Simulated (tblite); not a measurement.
Species: C₆H₁₃OP.
Structure used (GFN2-xTB), in Å, numbered top down from 1:
```xyz
21
C6H13OP angstrom
C     -1.7887    1.4357   -0.1277
C     -1.0424    0.2315    0.4267
C     -1.9657   -0.9546    0.6603
P      0.1986   -0.2807   -0.8476
O     -0.3757   -0.6639   -2.1406
C      1.4928   -1.3403   -0.0402
C      2.3495   -0.0878    0.2241
C      1.6573    0.8666   -0.7671
H     -2.2493    1.1691   -1.0774
H     -1.1063    2.2662   -0.3034
H     -2.5670    1.7622    0.5604
H     -0.5187    0.4969    1.3487
H     -1.4087   -1.8095    1.0415
H     -2.7497   -0.7029    1.3726
H     -2.4288   -1.2432   -0.2818
H      1.2433   -1.9364    0.8343
H      1.9360   -1.9889   -0.7965
H      2.2234    0.2593    1.2490
H      3.4134   -0.2284    0.0385
H      1.5286    1.8914   -0.4268
H      2.1493    0.8747   -1.7403
```

Computed values, GFN2-xTB/tblite, gas phase, harmonic and unscaled. Errors from tens to a few hundred cm⁻¹ against measured bands are possible. One conformer, not necessarily the lowest.

Harmonic wavenumbers (cm⁻¹): 59.9, 107.7, 131.5, 176.6, 185.5, 219.9, 240.0, 241.0, 332.9, 356.1, 415.7, 550.3, 623.6, 692.0, 728.5, 742.6, 829.2, 907.7, 925.8, 937.5, 969.7, 982.0, 992.0, 1024.4, 1030.0, 1124.6, 1137.8, 1166.5, 1170.5, 1186.1, 1205.5, 1239.7, 1273.3, 1281.9, 1288.3, 1402.2, 1414.3, 1431.3, 1434.0, 1479.9, 1486.9, 1489.5, 1490.3, 1496.5, 2937.0, 2978.2, 2980.6, 2995.4, 3002.8, 3004.5, 3009.5, 3011.6, 3015.3, 3017.3, 3018.7, 3028.4, 3030.8.

A = 2553, B = 1302, C = 1298 MHz; mass 132.070 u (most abundant isotopes); point group Cs, symmetry number 1.

Question: Zero-point energy?

Answer: Half the sum of the wavenumbers: 39316 cm⁻¹ = 470.32 kJ/mol.

Question: Give the ideal-gas entropy at 273.15 K and 1 bar in the rigid-rotor, harmonic-oscillator model (classical rotation).

Answer: Translation 167.94, rotation 118.99, vibration 104.55: S = 391.5 J/(mol K).

Question: And Cp and H(273.15 K) − H(0)?

Answer: Cp = 150.54 J/(mol K), of which vibrations give 117.28 (their classical limit is 57 R = 473.9); H(273.15 K) − H(0) = 24.99 kJ/mol without the zero-point energy, 15.90 from vibrations.

Question: How do the functions run with temperature in this model?

Answer: 
| T (K) | S (J/(mol K)) | Cp (J/(mol K)) | H − H(0) (kJ/mol) | G − H(0) (kJ/mol) | ln q(vib) |
| --- | --- | --- | --- | --- | --- |
| 50 | 238.5 | 50.5 | 1.95 | -9.98 | 0.28 |
| 100 | 282.5 | 78.4 | 5.20 | -23.05 | 1.23 |
| 298.15 | 405.2 | 161.9 | 28.89 | -91.91 | 6.21 |
| 373.15 | 445.2 | 196.2 | 42.33 | -123.80 | 8.15 |
| 500 | 510.1 | 248.2 | 70.63 | -184.44 | 11.44 |
| 750 | 625.9 | 322.3 | 142.63 | -326.79 | 17.85 |
| 1000 | 725.8 | 371.4 | 229.73 | -496.05 | 23.96 |

q(vib) and H(0) count from the zero-point level.

Question: Which modes carry the vibrational entropy at 273.15 K?

Answer: 59.9 cm⁻¹: 17.94; 107.7 cm⁻¹: 13.14; 131.5 cm⁻¹: 11.53; 176.6 cm⁻¹: 9.21; 185.5 cm⁻¹: 8.83; 219.9 cm⁻¹: 7.54 J/(mol K); the other 51 give 36.36 together.

Question: Blend soft modes into free rotors: weight 1/[1 + (100 cm⁻¹/ν̃)⁴] for the oscillator and the rest for a rotor with moment μB/(μ + B), μ = h/(8π²ν), B = 10⁻⁴⁴ kg m². What vibrational entropy results?

Answer: 99.89 J/(mol K) in place of 104.55, which changes −T·S at 273.15 K by +1.27 kJ/mol.

Hindered rotation and anharmonicity are outside this model. Other conformers, if any are populated, would add a mixing term that is left out.
